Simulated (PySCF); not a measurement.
C2H3BrClIn, SMILES C=[CH][In]([Cl])[Br]. Geometry: B3LYP-D3(BJ)/def2-SVP. The structure was generated by enumeration; whether it is a known compound was not checked. The def2 effective core potentials stand for the cores of In; spin–orbit coupling is left out. One conformer was computed; it need not be the lowest.

Computed equilibrium geometry at B3LYP-D3(BJ)/def2-SVP (PySCF confirms it by a frequency run) as Cartesian coordinates in Å, and its point group (one conformer of several):
point group Cs.
```xyz
8

In    -0.1229    -0.5026     0.0000
Cl     1.6917    -2.0098     0.0000
Br     0.5367     1.9122     0.0000
C     -2.1932    -1.0333     0.0000
C     -3.1336    -0.0820     0.0000
H     -2.4653    -2.0943     0.0000
H     -4.2021    -0.3337     0.0000
H     -2.8917     0.9866     0.0000
```
Charge 0, spin multiplicity 1.
